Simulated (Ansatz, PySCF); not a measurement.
Species: PH$_{5}$, net charge 0, singlet state. 
Structure (B3LYP-D3(BJ)/def2-TZVP (Ansatz, a first-principles code) minimum search):
```xyz
6

P      0.0000     0.0000     0.0000
H      0.0076    -0.0062     1.4787
H     -0.0076     0.0062    -1.4787
H      1.4251     0.0061    -0.0073
H     -0.7179     1.2311     0.0089
H     -0.7073    -1.2373    -0.0016
```

Wanted: vertical triplet-singlet gap (E(triplet) - E(singlet); each state is the SCF solution reached for its spin; the molecule has degenerate orbitals, so one determinant may break the symmetry), in kcal/mol. Cores are frozen in the correlated levels unless marked. UHF or UKS for open shells. Spin-orbit coupling is left out. Non-relativistic. CBS marks a two-point X^-3 extrapolation of the correlation energy; Hartree-Fock from the larger set. [CCSD(T)-MP2]/basis is that difference in the basis named.

```
level                                                                      program  vertical triplet-singlet gap (kcal/mol)
-------------------------------------------------------------------------  -------  ---------------------------------------
SVWN5/def2-TZVPD                                                            Ansatz                                     88.0
PBE0/def2-TZVPD                                                             Ansatz                               (withheld)
M06-2X/def2-TZVPD                                                            PySCF                                    107.2
wB97M-V/def2-TZVPD                                                          Ansatz                                    105.1
wB97X-V/def2-TZVPD                                                          Ansatz                                    108.6
SCS-MP2/aug-cc-pV(D+d)Z                                                     Ansatz                                    104.2
SCS-MP2/def2-SVPD                                                           Ansatz                                    108.8
SCS-MP2/aug-cc-pV(T+d)Z                                                     Ansatz                                    108.6
SCS-MP2/def2-TZVPPD                                                         Ansatz                                    110.4
CCSD/aug-cc-pV(D+d)Z                                                        Ansatz                               (withheld)
CCSD/def2-SVPD                                                              Ansatz                                    105.1
CCSD/def2-TZVPPD                                                            Ansatz                                    106.0
RI-MP2/CBS(aug-cc-pV(T+d)Z,aug-cc-pV(Q+d)Z)+[CCSD(T)-MP2]/aug-cc-pV(T+d)Z   Ansatz                               (withheld)
```

**Question.** What belongs in the gaps?

**Answer.** 
- PBE0/def2-TZVPD, vertical triplet-singlet gap (kcal/mol): 97.9
- CCSD/aug-cc-pV(D+d)Z, vertical triplet-singlet gap (kcal/mol): 100.4
- RI-MP2/CBS(aug-cc-pV(T+d)Z,aug-cc-pV(Q+d)Z)+[CCSD(T)-MP2]/aug-cc-pV(T+d)Z, vertical triplet-singlet gap (kcal/mol): 102.9
